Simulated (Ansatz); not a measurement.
A made-up structure of BH3S2O, closed shell:

```csv
atom,x (Å),y (Å),z (Å)
O1,-0.9459,1.8077,-0.0979
B2,-0.2583,0.7101,0.2829
S3,-0.4036,-0.8393,-0.6616
S4,0.7663,-2.1513,0.4100
H5,-1.4993,1.7038,-0.8775
H6,-1.7029,-1.2377,-0.7129
H7,1.8978,-1.9947,-0.3005
```

It is relaxed with PBE-D4/def2-SVP and then PBE0-D4/def2-TZVP (Ansatz 0.2.0). Atoms count as bonded within 1.22 times the sum of their covalent radii (H–H: 0.88 Å). The end point is not checked to be a true minimum.

Q: Does its bonding change? (A judgement: the text doesn't fix the answer.)

A: The calculation gives: Yes. Formed: none; broken: B2–S3.

Where it ends: The first stage lowers the energy by 1.84 eV in 49 steps. It ends as a complex of H₂S₂ ([SH][SH]) + BHO ([B][OH]):
O1  (-0.905, 1.832, -0.506)
B2  (-0.268, 2.426, 0.440)
S3  (-0.603, -1.294, -1.104)
S4  (0.856, -1.447, 0.328)
H5  (-0.843, 0.879, -0.740)
H6  (-1.661, -1.714, -0.381)
H7  (1.277, -2.684, 0.006)
(Å)

Labels in which every atom is bracketed show which atoms are joined, not bond orders.

For scale, one of the runs: PBE0-D4/def2-TZVP relaxation, 154 basis functions, launched by `ansatz run in.yaml --threads 2 --pin off --events-out ev --progress --plain --max-ram 4352MiB`. Hardware: 2 CPU threads of an Arm Neoverse V2, shared host. Wall time about 50 s.
